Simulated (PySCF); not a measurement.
**Telling isomers of C$_{7}$H$_{14}$N$_{2}$Si apart by NMR**

Theory: shielding tensors at PBE0/pcSseg-1 (GIAO), GFN2-xTB structure, in PySCF (non-relativistic Hamiltonian, one conformer, no solvent, equivalent nuclei averaged).

Shifts are taken against calculated references (same method and geometry level): TMS for ¹H (σ = 31.72 ppm) and ¹³C (σ = 186.93 ppm). Where no couplings were computed, multiplicities follow the n + 1 count of equivalent neighbours, and m marks all less simple cases (inequivalent or close neighbours, rings, F or P nearby). Shifts are as computed. Against solution values, carbons near 30 ppm lie about +3 ppm off and those near 130 ppm about +5 ppm. Of 1211 compounds with measured shifts, 218 miss one by over three times the rms of a fit or turn the order of signals round; such compounds aren't used in these exercises. OH and NH positions are gas-phase values without hydrogen bonding to other molecules.

(1) Tabulate the signals of `C=C/C(C)=N\[C@H]([SiH3])/C=N\C`, `C=C([SiH2]N)N(C)CC#CC`, `Cc1cc(C)n([SiH](C)C)n1` and their relative energies.

(2) What is the quickest way to tell C=C/C(C)=N\[C@H]([SiH3])/C=N\C from Cc1cc(C)n([SiH](C)C)n1?

(3) What is the quickest way to tell C=C/C(C)=N\[C@H]([SiH3])/C=N\C from C=C([SiH2]N)N(C)CC#CC?

(4) What is the quickest way to tell C=C([SiH2]N)N(C)CC#CC from Cc1cc(C)n([SiH](C)C)n1?

Answers

(1) 
| SMILES | carbon types | δC | δH | E rel. (kcal/mol) |
| --- | --- | --- | --- | --- |
| C=C/C(C)=N\[C@H]([SiH3])/C=N\C | 1×C 3×CH 1×CH2 2×CH3 | 171.4, 163.1, 131.8, 130.0, 52.6, 41.3, 27.4 | 8.35 (d, 1H), 6.87 (m, 1H), 5.95 (m, 1H), 5.92 (m, 1H), 5.43 (m, 1H), 3.70 (d, 3H), 3.62 (s, 3H), 2.28 (s, 3H) | 77.1 |
| C=C([SiH2]N)N(C)CC#CC | 3×C 2×CH2 2×CH3 | 159.8, 94.2, 87.5, 84.7, 45.0, 37.3, 4.6 | 4.86 (s, 2H), 4.14 (m, 1H), 4.06 (m, 1H), 3.77 (s, 2H), 2.74 (s, 3H), 2.03 (s, 3H), 0.74 (br s, 2H) | 75.0 |
| Cc1cc(C)n([SiH](C)C)n1 | 2×C 1×CH 4×CH3 | 155.4, 150.6, 113.1, 16.2, 13.7, -1.4 | 6.11 (s, 1H), 5.41 (sept, 1H), 2.45 (s, 3H), 2.38 (s, 3H), 0.47 (d, 6H) | 0.0 |

Energies are electronic energies at PBE0/pcSseg-1 on these geometries, without zero-point or thermal terms, each for the one conformer computed, which needn't be the lowest.

(2) Count the carbon signals: 7 against 6. The first has a terminal =CH2 carbon at 130.0 ppm, the second a methyl carbon bonded to Si (CH3) at -1.4 ppm. Their most deshielded carbons lie at 171.4 and 155.4 ppm. In the proton spectra the most deshielded non-exchanging signals are 8.35 (d, 1H) and 6.11 (s, 1H).

(3) Both give the same number of carbon signals, but DEPT or the intensities differ. The first has a C=N carbon (CH) at 171.4 ppm, the second an alkyne carbon (C) at 87.5 ppm. Their most deshielded carbons lie at 171.4 and 159.8 ppm. In the proton spectra the most deshielded non-exchanging signals are 8.35 (d, 1H) and 4.86 (s, 2H).

(4) Count the carbon signals: 7 against 6. The first has a β carbon of an enol-ether or enamine type C=C (CH2) at 94.2 ppm, the second an aromatic CH at 113.1 ppm. Their most deshielded carbons lie at 159.8 and 155.4 ppm. In the proton spectra the most deshielded non-exchanging signals are 4.86 (s, 2H) and 6.11 (s, 1H).
